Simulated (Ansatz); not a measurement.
Consider the redistribution: `C[Si](F)(S)Cl` + `C[NH][SnH2][O]C` → `C[SiH](F)S` + `C[NH][SnH]([Cl])[O]C`.

Isolated molecules relaxed with PBE0-D4/def2-TZVP in Ansatz; ΔE leaves out vibrations. CBS: MP2 limit from def2 TZ/QZ plus the TZ coupled-cluster correction, frozen cores. Functionals use def2-TZVPP. Elements past krypton have def2 core potentials. For Sn outer-core shells are correlated without core-valence functions, which leaves a few kJ/mol of doubt a bond. Each species was taken in one conformer, which may not be the lowest.

**Question.** Is it downhill or uphill in electronic energy at CCSD(T)/CBS, and by how much? (An estimate is asked.)

**Answer.** Computed: Nearly level: ΔE = 0.00 eV.

**Question.** What do these levels give: r2SCAN-D4, ωB97X-V, PBE, MP2/def2-TZVPP, CCSD/def2-TZVPP, CCSD/CBS(def2)? (Best estimate.)

**Answer.** Computed: r2SCAN-D4 0.05, ωB97X-V 0.04, PBE 0.04, MP2/def2-TZVPP 0.06, CCSD/def2-TZVPP 0.04, CCSD/CBS(def2) 0.00 eV.

Largest T1 diagnostic among the species: 0.013.

In def2-TZVPP, CCSD(T) changes the Hartree–Fock value by +0.10 eV (the triples alone add +0.00 eV) and MP2 by +0.11 eV.
